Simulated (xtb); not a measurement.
H3AlCl2N (SMILES [NH3]->[Al+]([Cl])[Cl]), charge +1, singlet, geometry from GFN2-xTB (such geometries of metal compounds can be far from the true shape); GFN1-xTB run with xtb 6.7.1.

Input for xtb:
```
$ xtb mol.xyz --gfn 1 --chrg 1 --etemp 5000 --json

# file mol.xyz
7

Al    -0.00023242     0.07547241     0.02415049
Cl     1.37131826     0.92617061    -1.14370739
Cl    -1.40055034     0.20978969     1.43428378
N      0.04797424    -1.91658311    -0.49172590
H     -0.47211617    -2.08812190    -1.35926621
H     -0.36355665    -2.53377754     0.21514531
H      0.99982017    -2.25448524    -0.66755296
```

**Question.** Predict the main parts of the log of this xtb run.

**Answer.** 
```
   ID    Z sym.   atoms
    1   13 Al     1
    2   17 Cl     2, 3
    3    7 N      4
    4    1 H      5-7

           -------------------------------------------------
          |                Calculation Setup                |
           -------------------------------------------------

           -------------------------------------------------
          |                 G F N 1 - x T B                 |
           -------------------------------------------------

          ...................................................
          :                      SETUP                      :
          :.................................................:
          :  # basis functions                  40          :
          :  # atomic orbitals                  37          :
          :  # shells                           17          :
          :  # electrons                        24          :
          :  # halogen bonds                     2          :
          :  max. iterations                   250          :
          :  Hamiltonian                  GFN1-xTB          :
          :  restarted?                      false          :
          :  GBSA solvation                  false          :
          :  PC potential                    false          :
          :  electronic temp.         5000.0000000     K    :
          :  accuracy                    1.0000000          :
          :  -> integral cutoff          0.2500000E+02      :
          :  -> integral neglect         0.1000000E-07      :
          :  -> SCF convergence          0.1000000E-05 Eh   :
          :  -> wf. convergence          0.2000000E-04 e    :
          :  Broyden damping             0.4000000          :
          :  net charge                          1          :
          :  unpaired electrons                  0          :
          ...................................................

 iter      E             dE          RMSdq      gap      omega  full diag
   1    -14.4073451 -0.144073E+02  0.494E+00    4.70       0.0  T
   2    -14.4245031 -0.171579E-01  0.312E+00    5.17       1.0  T
   3    -14.4246812 -0.178129E-03  0.101E+00    5.01       1.0  T
   4    -14.4256394 -0.958249E-03  0.124E-01    5.09       1.0  T
   5    -14.4256598 -0.203712E-04  0.186E-02    5.09       2.0  T
   6    -14.4256607 -0.891418E-06  0.223E-03    5.09      17.0  T
   7    -14.4256607 -0.274088E-07  0.628E-04    5.09      60.2  T
[...]
         :: total energy             -14.342850242843 Eh    ::
[...]
        19                         -0.2481549              -6.7526
        20                         -0.2480018              -6.7485
        21                         -0.2473188              -6.7299
        22                         -0.2458907              -6.6910
        23                         -0.2456008              -6.6831
       ...                                ...                  ...
        37                          0.7178875              19.5347
      -------------------------------------------------------------
                  HL-Gap            0.1868945 Eh            5.0857 eV
             Fermi-level           -0.5505669 Eh          -14.9817 eV

  Mulliken/CM5 charges         n(s)   n(p)   n(d)
     1Al    0.50117  0.40671   0.990  0.928  0.581
     2Cl    0.06732  0.12026   1.860  5.080 -0.007
     3Cl    0.06961  0.12254   1.860  5.078 -0.007
     4N    -0.43156 -0.99137   1.471  3.961  0.000
     5H     0.26540  0.44800   0.735  0.000  0.000
     6H     0.26388  0.44684   0.736  0.000  0.000
     7H     0.26419  0.44702   0.736  0.000  0.000

Wiberg/Mayer (AO) data.
largest (>0.10) Wiberg bond orders for each atom

 ---------------------------------------------------------------------------
     #   Z sym  total        # sym  WBO       # sym  WBO       # sym  WBO
 ---------------------------------------------------------------------------
     1  13 Al   3.573 --     3 Cl   1.509     2 Cl   1.507     4 N    0.504
     2  17 Cl   1.685 --     1 Al   1.507     3 Cl   0.132
     3  17 Cl   1.688 --     1 Al   1.509     2 Cl   0.132
     4   7 N    3.302 --     6 H    0.907     7 H    0.906     5 H    0.903
                             1 Al   0.504
     5   1 H    0.928 --     4 N    0.903
     6   1 H    0.932 --     4 N    0.907
     7   1 H    0.931 --     4 N    0.906
 ---------------------------------------------------------------------------

Topologies differ in total number of bonds
Writing topology from bond orders to xtbtopo.mol

 dipole moment from electron density (au)
     X       Y       Z
   0.0524  -2.4076  -0.6376  total (Debye):    6.332

           -------------------------------------------------
          | TOTAL ENERGY              -14.342850242843 Eh   |
          | GRADIENT NORM               0.034536447807 Eh/α |
          | HOMO-LUMO GAP               5.085658177894 eV   |
           -------------------------------------------------

normal termination of xtb
```
